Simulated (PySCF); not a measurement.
chlorobenzene: calculation against experiment

**What was measured.**

From NIST CCCBDB Release 22 (SRD 101), experimental dipoles, for the gas: dipole moment 1.78 ± 0.06 D.

The results are set against them at the end.

Chlorobenzene, C₆H₅Cl.
Atom-mapped SMILES: `[Cl:1][c:2]1[cH:3][cH:4][cH:5][cH:6][cH:7]1` (hydrogens: H8 on C3; H9 on C4; H10 on C5; H11 on C6; H12 on C7)

Structure used (GFN2-xTB), in Å, numbered top down from 1:
```xyz
12
C6H5Cl angstrom
Cl     3.0427    0.2186   -0.0055
C      1.3164    0.0946   -0.0044
C      0.5497    1.2483    0.0103
C     -0.8303    1.1419    0.0113
C     -1.4360   -0.1033   -0.0006
C     -0.6580   -1.2488   -0.0155
C      0.7231   -1.1572   -0.0171
H      1.0286    2.2149    0.0215
H     -1.4325    2.0380    0.0228
H     -2.5127   -0.1807    0.0030
H     -1.1255   -2.2218   -0.0242
H      1.3356   -2.0451   -0.0275
```

Runs made with PySCF (gas phase, on this GFN2-xTB geometry; no spin–orbit coupling):

```csv
level,job,basis functions,wall time
PBE0/pcSseg-1,"shieldings, ring-centre shieldings, charges and field gradients",151,12 s
"HCTH407/IGLO-II, level shift 0.2 Eh","shieldings, ring-centre shieldings",197,19 s
KT2/6-31G*,"spin–spin couplings from 11 perturbed nuclei, spin–dipole term left out",112,12 s
```

Hardware: an Arm Neoverse V2 with one thread, no GPU (shared host).

All basis functions are spherical.

Results beside the measurements:

**Dipole moment.** Measured: 1.78 D (NIST CCCBDB Release 22 (SRD 101), experimental dipoles).

```json
{"level": "PBE0/pcSseg-1", "computed (D)": "1.76", "computed − measured (D)": "-0.02", "% (from the printed values)": "-1"}
{"level": "HCTH407/IGLO-II", "computed (D)": "1.41", "computed − measured (D)": "-0.37", "% (from the printed values)": "-21"}
{"level": "KT2/6-31G*", "computed (D)": "1.76", "computed − measured (D)": "-0.02", "% (from the printed values)": "-1"}
```

All 3 levels lie below the measurement. The computed dipoles belong to one fixed geometry; measured ones are averaged over vibrations unless marked μe. Magnitudes are compared, not signs.

The geometry is computed, not the measured one. Where a level misses, the cause wasn't examined.
